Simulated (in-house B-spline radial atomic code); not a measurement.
# RPA and G0W0 on TPSS: the bromine ion Br⁶⁺

Configuration [Ar] 3d10 4s1, highest spin, mean-field start TPSS. Computed with a B-spline radial code for spherical atoms: all electrons, scalar-relativistic (spin-free one-electron X2C), finite nucleus, each spin shell either full or empty, empty states to l = 9 with an (l + 1/2)⁻⁴ tail; G0W0 by contour deformation at full frequency.

Command:
```bash
python run_gw.py task.json out
```
Settings (radii: box in bohr, nucleus in fm):
```
Z                        35
electrons                29
configuration            [Ar] 3d10 4s1
hamiltonian              x2c
method                   tpss,tpss
lmax                     9
rms_radius               4.1629
spin_polarised           True
box_radius               9.29
intervals                67
ion_configuration        [Ar] 3d10
```

Cost of the run: 6.8 s on 1 thread of Arm Neoverse N1 (shared host).

Energies (hartree):

| term | value |
| --- | --- |
| mean-field total | -2596.59570 |
| Hartree-Fock functional on these orbitals | -2595.09466 |
| direct second order | -2.5045 |
| second-order exchange | 0.73819 |
| SOSEX correction | 0.68491 |

Problem. What is the RPA correlation energy, and what remains with SOSEX?

Solution. RPA gives -2.2091 hartree (-2.07 eV per electron); RPA + SOSEX gives -1.5242, and the second-order doubles -1.7663 hartree (no singles). RPA lacks exchange-type terms and so overcorrelates at short range.

Quasi-particle levels (eV):

```tsv
level	occupied	mean field	Σx - vxc	Σc	QP weight	G0W0
4s up	yes	-96.72	-5.39	?	?	?
3d down	yes	-155.88	-19.88	3.10	0.950	-172.65
3d up	yes	-156.26	-19.78	3.10	0.946	-172.95
4s down	no	-94.37	9.46	-2.78	0.959	-87.69
```

G0W0 = mean field + (Σx - vxc) + Σc, with Σc (partial-wave tail included) taken at the quasi-particle energy. Only the outer levels were computed. Levels of low weight are left out.

Problem. Where does G0W0 put 4s up?

Solution. At -104.04 eV, with Σc = -1.92 eV and a quasi-particle weight of 0.975. The tabulated removal energy is 103.03 ± 0.19 eV (NIST, semi-empirical); the calculation leaves out spin-orbit coupling, Breit and QED terms, and what these don't explain is the method's own error.

Problem. What does it cost to remove one electron (to [Ar] 3d10) by differences of total energies, each species on its own start (correlation terms add to the Hartree-Fock functional)?

Solution. TPSS 103.63 eV, Hartree-Fock functional 101.67 eV, + RPA 103.61 eV, + RPA + SOSEX 102.80 eV, + second order 103.25 eV. Tabulated: 103.03 ± 0.19 eV (NIST, semi-empirical); the calculation leaves out spin-orbit coupling, Breit and QED terms, and what these don't explain is the method's own error.
